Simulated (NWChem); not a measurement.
System meant: BHIF; SMILES FBI

The following NWChem deck was run.

```
start job
memory heap 200 mb stack 900 mb global 1100 mb
geometry units angstroms noautoz
  B     -0.572127    -1.445294     0.000000
  F      0.339636    -2.383663     0.000000
  H     -1.741536    -1.728811     0.000000
  I      0.032726     0.591979     0.000000
end
basis spherical
  * library def2-svp
end
ecp
  I library def2-ecp
end
dft
  xc xpbe96 cpbe96
  iterations 4
  mulliken
end
task dft energy
```

End of the output:

```
    Atom       Charge   Shell Charges
 -----------   ------   -------------------------------------------------------
    1 B    5     5.25   1.96  0.58  0.31  1.34  0.75  0.31
    2 F    9     8.90   1.98  0.98  0.69  3.20  2.04  0.01
    3 H    1     1.04   0.64  0.36  0.04
    4 I   25    24.81   1.25  0.73  1.04  0.75  2.77  3.18  2.50  2.54  9.47  0.57

 center of mass
 --------------
 x =   0.02597277 y =   0.11877236 z =   0.00000000

 moments of inertia (a.u.)
 ------------------
         633.835471725937           0.000000000000           0.000000000000
           0.000000000000          31.928291855150           0.000000000000
           0.000000000000           0.000000000000         665.763763581087

     Multipole analysis of the density
     ---------------------------------

     L   x y z        total         alpha         beta         nuclear
     -   - - -        -----         -----         ----         -------
     0   0 0 0     -0.000000    -20.000000    -20.000000     40.000000

     1   1 0 0     -0.146757      0.807853      0.807853     -1.762464
     1   0 1 0      0.049814     15.305447     15.305447    -30.561081
     1   0 0 1     -0.000000     -0.000000     -0.000000      0.000000

     2   2 0 0    -28.525151    -24.521963    -24.521963     20.518775
     2   1 1 0      1.167519     -0.835331     -0.835331      2.838181
     2   1 0 1     -0.000000     -0.000000     -0.000000      0.000000
     2   0 2 0    -27.718807   -145.588260   -145.588260    263.457714
     2   0 1 1     -0.000000     -0.000000     -0.000000      0.000000
     2   0 0 2    -27.650200    -13.825100    -13.825100      0.000000

 ------------------------------------------------------------------------
 dft energy failed                                                                                  0
 ------------------------------------------------------------------------
 ------------------------------------------------------------------------
  current input line :
    20: task dft energy
 ------------------------------------------------------------------------
 ------------------------------------------------------------------------
 This type of error is most commonly associated with calculations not reaching convergence criteria
 ------------------------------------------------------------------------
 For more information see the NWChem manual at https://nwchemgit.github.io

0:dft energy failed:Received an Error in Communication
```

Problem. Can this run be used? If not, why, and what is the fix?

Solution. Convergence was not reached. Cause: the SCF was allowed too few iterations. This input runs:
```
start job
memory heap 200 mb stack 900 mb global 1100 mb
geometry units angstroms noautoz
  B     -0.572127    -1.445294     0.000000
  F      0.339636    -2.383663     0.000000
  H     -1.741536    -1.728811     0.000000
  I      0.032726     0.591979     0.000000
end
basis spherical
  B library def2-svp
  F library def2-svp
  H library def2-svp
  I library def2-svp
end
ecp
  I library def2-ecp
end
dft
  xc xpbe96 cpbe96
  iterations 150
  mulliken
end
task dft energy
```
It converges to -422.81774 Ha (PBE/def2-SVP with def2 effective core potentials on I).
